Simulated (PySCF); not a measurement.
Work out the structure from these simulated measurements.

Formula: C4H14O2SSi2.

| Property | Result |
| --- | --- |
| Rotational structure | rotational constants A, B, C: 1.966, 0.500, 0.453 GHz [GFN2-xTB] |
| NMR, other nuclei | isotropic shieldings of nuclei other than C and H, by class: 230 (1 O), 252 (1 O), 377 (1 Si), 395 (1 Si), 687 (1 S) ppm [GIAO PBE0/pcSseg-1] |
| Dipole | 3.75 D [PBE0/pcSseg-1] |
| 13C NMR | chemical shifts (computed TMS as zero) by class: 100.6 (1 C), 31.3 (2 C), 12.7 (1 C) ppm [GIAO PBE0/pcSseg-1] |
| 1H NMR | chemical shifts (computed TMS as zero) by class: 5.28 (2 H), 4.92 (3 H), 2.09 (3 H), 1.56 (6 H) ppm [GIAO PBE0/pcSseg-1] |

Gas-phase values; electronic properties from PySCF, density fitting. Levels stand in brackets. Geometry: GFN2-xTB, one conformer, isolated molecule. NMR classes are plain means over equivalent atoms (diastereotopic ones count apart unless rotation or inversion swaps them), as if these changed places fast.

Q: Propose a structure and show how it fits.

A: Numbering: `[CH3:1][S:2][SiH2:3][O:4][C:5]([CH3:6])([CH3:7])[O:8][SiH3:9]`. Its formula, C4H14O2SSi2, gives 0 degrees of unsaturation, so no ring and no π bond. 4 carbons fall into 3 classes; from least to most shielded: sp3 carbon bearing two oxygens [C5] (100.6 ppm), methyl carbon [C6/C7] (31.3 ppm, 2 C), S-methyl carbon [C1] (12.7 ppm). Hydrogen classes from least to most shielded: 2 H on an oxygen-bound silicon, Si3 (5.28 ppm), 3 H on an oxygen-bound silicon, Si9 (4.92 ppm), 3 H on an S-methyl carbon, C1 (2.09 ppm), 6 H on 2 methyl carbons, C6/C7 (1.56 ppm). The other shieldings belong to: 230 ppm, silyl ether oxygen [O4]; 252 ppm, silyl ether oxygen [O8]; 377 ppm, oxygen-bound silicon [Si3]; 395 ppm, oxygen-bound silicon [Si9]; 687 ppm, sulfur bonded to C and Si [S2]. The optimised geometry has point group C1 and is an asymmetric top. Structure: `CS[SiH2]OC(C)(C)O[SiH3]`. The assignments are read from this structure; whether some other isomer fits the data as well wasn't checked.

Conformer computed: `[CH3:1][S:2][SiH2:3][O:4][C:5]([CH3:6])([CH3:7])[O:8][SiH3:9]`: C1–S2–Si3–O4 -45°, S2–Si3–O4–C5 -178°, Si3–O4–C5–C6 -120°, O4–C5–O8–Si9 180°.
